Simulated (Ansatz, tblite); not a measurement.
Removing and adding an electron: Ga₇As₇H₂₀, a nanocrystal cut from zinc blende GaAs (hydrogen-capped). Total charge 0; singlet. Geometry: PBE-D4/def2-SVP. Ansatz, gas phase; energy differences of separate SCF runs; the oxidised species was run as a doublet alone; the reduced species was run as a doublet alone.

Cartesian coordinates in Å:
```
Ga 0.6717 3.1926 2.1777
Ga -2.4314 -1.3764 -2.8470
Ga -2.0498 0.2364 1.2514
Ga 0.5428 1.6723 -1.6586
Ga 3.7886 0.7243 0.7093
Ga 1.0055 -2.1845 -0.1866
Ga 1.1430 -0.7455 3.6758
As -1.0668 0.6364 -3.3415
As -0.7815 2.1341 0.3536
As 2.1566 1.2211 2.5270
As -3.4314 -0.6733 -0.6874
As -0.6487 -2.8790 -1.9969
As -0.3524 -1.4695 1.7271
As 2.0708 -0.1260 -0.9895
H -0.3163 3.3893 3.3957
H 1.4361 4.3619 1.4384
H -3.3898 -1.9190 -3.9690
H -3.0917 0.5466 2.3912
H 1.1743 2.9100 -2.4003
H 4.3501 2.0533 0.0639
H 4.6587 -0.5497 1.0527
H 1.9367 -3.4371 0.0245
H 0.1277 -0.2933 4.7995
H 2.1866 -1.9233 3.8233
H -2.0428 1.6784 -3.8829
H -0.3631 0.3458 -4.6651
H -1.8469 3.1307 -0.1033
H 3.0891 1.7486 3.6194
H -4.5727 0.2758 -1.0457
H -4.3052 -1.8413 -0.2361
H -1.3492 -4.1843 -1.6266
H 0.0745 -3.4087 -3.2331
H -1.1515 -2.7121 2.1205
H 2.7784 -0.5345 -2.2816
```

The xTB rows come from tblite. Single mean-field runs in def2-TZVP are fitted with def2-universal-jkfit. HOMO above LUMO, or a gap near zero within one spin, warns that the state may not be the lowest or that an electron is smeared out.

| level | −HOMO (eV) | vertical IE (eV) | −LUMO (eV) | vertical EA (eV) | HOMO–LUMO gap (eV) | IE − EA (eV) | remarks |
| --- | --- | --- | --- | --- | --- | --- | --- |
| GFN1-xTB | 10.59 | 12.13 | 6.62 | 5.11 | 3.97 | 7.02 | – |
| PBE0-D4/def2-TZVP | 6.83 | 8.12 | 1.51 | 0.51 | 5.32 | 7.61 | HOMO above zero (-1 doublet) |

**Question.** Estimate the rows for GFN2-xTB, PBE-D4/def2-TZVP.

**Answer.** 
```csv
level,−HOMO (eV),vertical IE (eV),−LUMO (eV),vertical EA (eV),HOMO–LUMO gap (eV),IE − EA (eV),remarks
GFN2-xTB,10.38,12.03,6.94,5.31,3.45,6.72,–
PBE-D4/def2-TZVP,5.85,–,2.22,0.73,3.62,–,"HOMO above zero (-1 doublet), gap within one spin near zero (-1 doublet)"
```

Run but left out: PBE-D4/def2-TZVP (charge +1 doublet: an occupied level 0.05 eV above an empty one).   A HOMO above zero means that the electron is unbound at that level or that self-interaction error raises the level; the energy of removing that electron tells which. Raw xTB energy differences between charge states are shifted by several eV; the methods need an empirical correction for them. Sets without diffuse functions give affinities that are too small.
